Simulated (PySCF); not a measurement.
PySCF input file for trichloro(chlorosilyl)silane (Cl4H2Si2), SMILES Cl[SiH2][Si](Cl)(Cl)Cl, TDDFT-PBE/def2-SVPD. Geometry: r2SCAN-D4/def2-SVP. Other conformers were not sampled.

```python
import numpy as np
from pyscf import gto, scf, dft, tdscf

mol = gto.M(
    atom='''
    Si    1.18867991    1.38189086   -0.00000001
    Cl   -0.19297591    2.92654010    0.00000000
    Si    0.00233031   -0.62588127   -0.00000000
    Cl   -1.18694347   -0.76461820    1.67446279
    Cl   -1.18694349   -0.76461819   -1.67446278
    Cl    1.34678535   -2.19237527   -0.00000000
    H     2.03358732    1.46604112    1.22329478
    H     2.03358731    1.46604112   -1.22329480
    ''',
    basis='def2-SVPD',
    charge=0,
    spin=0,
    symmetry=True,
    max_memory=1600,
    verbose=4,
)
mf = dft.RKS(mol, xc='pbe').density_fit(auxbasis='def2-universal-jkfit')
mf.grids.level = 3
mf.conv_tol = 1e-9
mf.max_cycle = 100
mf.kernel()
mf.grids = dft.Grids(mol).set(level=1).build(with_non0tab=True)  # coarser grid for the response kernel
td = tdscf.TDDFT(mf)
td.singlet = True
td.nstates = 10
td.conv_tol = 1e-4
td.positive_eig_threshold = 1e-6
td.kernel(x0=td.get_init_guess(mf, 15))
td.analyze()
tt = tdscf.TDA(mf)
tt.singlet = False
tt.nstates = 4
tt.conv_tol = 1e-4
tt.positive_eig_threshold = 1e-6
tt.kernel(x0=tt.get_init_guess(mf, 9))
tt.analyze(verbose=3)
```

Output:

```
PySCF version 2.14.0

[INPUT] verbose = 4
[INPUT] num. atoms = 8
[INPUT] num. electrons = 98
[INPUT] charge = 0
[INPUT] spin (= nelec alpha-beta = 2S) = 0
[INPUT] symmetry True subgroup None
[INPUT] Mole.unit = angstrom
[INPUT] Symbol           X                Y                Z      unit          X                Y                Z       unit  Magmom
[INPUT]  1 Si     1.188679910000   1.381890860000  -0.000000010000 AA    2.246279479673   2.611395259440  -0.000000018897 Bohr   0.0
[INPUT]  2 Cl    -0.192975910000   2.926540100000   0.000000000000 AA   -0.364671618539   5.530359281557   0.000000000000 Bohr   0.0
[INPUT]  3 Si     0.002330310000  -0.625881270000   0.000000000000 AA    0.004403647685  -1.182744186795   0.000000000000 Bohr   0.0
[INPUT]  4 Cl    -1.186943470000  -0.764618200000   1.674462790000 AA   -2.242998083641  -1.444918987858   3.164276078875 Bohr   0.0
[INPUT]  5 Cl    -1.186943490000  -0.764618190000  -1.674462780000 AA   -2.242998121435  -1.444918968961  -3.164276059978 Bohr   0.0
[INPUT]  6 Cl     1.346785350000  -2.192375270000   0.000000000000 AA    2.545055460077  -4.142988822569   0.000000000000 Bohr   0.0
[INPUT]  7 H      2.033587320000   1.466041120000   1.223294780000 AA    3.842923085188   2.770416204151   2.311692103810 Bohr   0.0
[INPUT]  8 H      2.033587310000   1.466041120000  -1.223294800000 AA    3.842923066291   2.770416204151  -2.311692141605 Bohr   0.0

nuclear repulsion = 701.484148731534
point group symmetry = Cs
symmetry origin: [-2.50677954e-09 -3.85658335e-10  1.92829181e-10]
symmetry axis x: [1.00000000e+00 5.15041700e-10 1.89801546e-08]
symmetry axis y: [-5.15041635e-10  1.00000000e+00 -3.43846829e-09]
symmetry axis z: [-1.89801546e-08  3.43846832e-09  1.00000000e+00]
num. orbitals of irrep A' = 107
num. orbitals of irrep A" = 65
number of shells = 72
number of NR pGTOs = 284
number of NR cGTOs = 172
basis = def2-SVPD
ecp = {}


[settings echo left out]
init E= -2419.80294127275
HOMO (A') = -0.291962489776391  LUMO (A') = -0.0884232027984495  gap/eV = 5.53859
cycle= 1 E= -2419.35944432266  delta_E= 0.443  |g|= 0.402  |ddm|= 4.05
HOMO (A') = -0.267829644669925  LUMO (A') = -0.0999316917263553  gap/eV = 4.56874
cycle= 2 E= -2419.24326894808  delta_E= 0.116  |g|= 0.75  |ddm|= 1.74
HOMO (A') = -0.264978508510639  LUMO (A') = -0.0711969781113893  gap/eV = 5.27306
cycle= 3 E= -2419.40460230397  delta_E= -0.161  |g|= 0.0873  |ddm|= 1.13
HOMO (A') = -0.275487362238546  LUMO (A') = -0.0816057442997251  gap/eV = 5.27579
cycle= 4 E= -2419.40686631486  delta_E= -0.00226  |g|= 0.0247  |ddm|= 0.149
HOMO (A') = -0.274056456418684  LUMO (A') = -0.0802671191888016  gap/eV = 5.27328
cycle= 5 E= -2419.40703539534  delta_E= -0.000169  |g|= 0.00588  |ddm|= 0.055
HOMO (A') = -0.274064019243534  LUMO (A') = -0.0800768909355813  gap/eV = 5.27866
cycle= 6 E= -2419.40704814597  delta_E= -1.28e-05  |g|= 0.00175  |ddm|= 0.0147
HOMO (A') = -0.274044645064958  LUMO (A') = -0.0800724413728751  gap/eV = 5.27825
cycle= 7 E= -2419.40704904549  delta_E= -9e-07  |g|= 0.000294  |ddm|= 0.00279
HOMO (A') = -0.274035223081316  LUMO (A') = -0.0800653769604218  gap/eV = 5.27819
cycle= 8 E= -2419.40704907393  delta_E= -2.84e-08  |g|= 8.84e-05  |ddm|= 0.000701
HOMO (A') = -0.274032166342355  LUMO (A') = -0.0800630422571738  gap/eV = 5.27817
cycle= 9 E= -2419.40704907622  delta_E= -2.29e-09  |g|= 2.62e-05  |ddm|= 0.000179
HOMO (A') = -0.274033543870597  LUMO (A') = -0.0800637130920663  gap/eV = 5.27819
cycle= 10 E= -2419.40704907646  delta_E= -2.43e-10  |g|= 7.99e-06  |ddm|= 5.59e-05
HOMO (A') = -0.274033800231668  LUMO (A') = -0.0800642402056346  gap/eV = 5.27818
Extra cycle  E= -2419.40704907644  delta_E= 2.64e-11  |g|= 1.23e-05  |ddm|= 3.03e-05
converged SCF energy = -2419.40704907644
tot grids = 43032
Overwritten attributes  positive_eig_threshold  of <class 'pyscf.tdscf.rks.CasidaTDDFT'>


******** <class 'pyscf.tdscf.rks.CasidaTDDFT'> for <class 'pyscf.df.df_jk.DFSymAdaptedRKS'> ********
nstates = 10 singlet
deg_eia_thresh = 1.000e-03
wfnsym = None
conv_tol = 0.0001
eigh lindep = 1e-12
eigh level_shift = 0
eigh max_cycle = 100


Excitation energies (eV)
[5.53589647 5.90370468 5.95918396 6.01231147 6.12394584 6.28013984
 6.32391556 6.36298956 6.43495001 6.50038848]

** Singlet excitation energies and oscillator strengths **
Excited State   1:   A'      5.53590 eV    223.96 nm  f=0.0178
      49 -> 50        0.69378
Excited State   2:   A'      5.90370 eV    210.01 nm  f=0.0821
      45 -> 50       -0.12230
      49 -> 51        0.67847
Excited State   3:   A"      5.95918 eV    208.06 nm  f=0.0022
      47 -> 50        0.20980
      48 -> 50       -0.64027
      49 -> 52       -0.20507
Excited State   4:   A"      6.01231 eV    206.22 nm  f=0.0000
      47 -> 50        0.66345
      48 -> 50        0.23318
Excited State   5:   A"      6.12395 eV    202.46 nm  f=0.0294
      46 -> 50       -0.13463
      48 -> 50       -0.16578
      49 -> 52        0.64511
Excited State   6:   A"      6.28014 eV    197.42 nm  f=0.0031
      46 -> 50       -0.66847
      48 -> 51        0.18036
      49 -> 52       -0.11349
Excited State   7:   A"      6.32392 eV    196.06 nm  f=0.0008
      46 -> 50       -0.14723
      47 -> 51       -0.35776
      48 -> 51       -0.58941
Excited State   8:   A'      6.36299 eV    194.85 nm  f=0.0408
      45 -> 50        0.68129
      46 -> 52       -0.10453
Excited State   9:   A"      6.43495 eV    192.67 nm  f=0.0000
      46 -> 50       -0.10747
      47 -> 51        0.60395
      48 -> 51       -0.33866
Excited State  10:   A'      6.50039 eV    190.73 nm  f=0.0101
      44 -> 50       -0.14219
      45 -> 51       -0.10776
      47 -> 52        0.14272
      48 -> 52       -0.65631

** Transition electric dipole moments (AU) **
state          X           Y           Z        Dip. S.      Osc.
  1         0.2185     -0.2884     -0.0000      0.1309      0.0178
  2         0.2738      0.7017      0.0000      0.5673      0.0821
  3         0.0000     -0.0000      0.1241      0.0154      0.0022
  4        -0.0000      0.0000     -0.0135      0.0002      0.0000
  5         0.0000     -0.0000      0.4424      0.1958      0.0294
  6         0.0000      0.0000     -0.1427      0.0204      0.0031
  7        -0.0000      0.0000     -0.0721      0.0052      0.0008
  8         0.2296      0.4575      0.0000      0.2620      0.0408
  9         0.0000      0.0000     -0.0033      0.0000      0.0000
 10        -0.2523     -0.0028      0.0000      0.0637      0.0101

** Transition velocity dipole moments (imaginary part, AU) **
state          X           Y           Z        Dip. S.      Osc.
  1         0.0493     -0.0568      0.0000      0.0057      0.0186
  2         0.0612      0.1567      0.0000      0.0283      0.0869
  3         0.0000     -0.0000      0.0240      0.0006      0.0017
  4         0.0000     -0.0000     -0.0018      0.0000      0.0000
  5        -0.0000      0.0000      0.1047      0.0110      0.0325
  6         0.0000      0.0000     -0.0314      0.0010      0.0029
  7         0.0000     -0.0000     -0.0166      0.0003      0.0008
  8         0.0529      0.1014      0.0000      0.0131      0.0373
  9        -0.0000      0.0000     -0.0006      0.0000      0.0000
 10        -0.0594     -0.0020     -0.0000      0.0035      0.0099

** Transition magnetic dipole moments (imaginary part, AU) **
state          X           Y           Z
  1        -0.0000      0.0000     -0.0911
  2        -0.0000     -0.0000     -0.3213
  3        -0.3068     -0.1522     -0.0000
  4         0.5236      0.3152      0.0000
  5        -0.3332      0.3509      0.0000
  6         0.0681     -0.1664     -0.0000
  7        -0.1426      0.1901      0.0000
  8         0.0000     -0.0000      0.0530
  9         0.1815      0.2257      0.0000
 10         0.0000     -0.0000      0.2730
Overwritten attributes  positive_eig_threshold  of <class 'pyscf.tdscf.rks.TDA'>


******** <class 'pyscf.tdscf.rks.TDA'> for <class 'pyscf.df.df_jk.DFSymAdaptedRKS'> ********
nstates = 4 triplet
deg_eia_thresh = 1.000e-03
wfnsym = None
conv_tol = 0.0001
eigh lindep = 1e-12
eigh level_shift = 0
eigh max_cycle = 100


Excitation energies (eV)
[4.9856121  5.45278156 5.50222617 5.75063092]

** Triplet excitation energies and oscillator strengths **
Excited State   1:   A'      4.98561 eV    248.68 nm  f=0.0000
Excited State   2:   A"      5.45278 eV    227.38 nm  f=0.0000
Excited State   3:   A'      5.50223 eV    225.33 nm  f=0.0000
Excited State   4:   A"      5.75063 eV    215.60 nm  f=0.0000
```

The calculation finished and met its thresholds.

Cost: about 2.0 core-minutes (a rough figure).
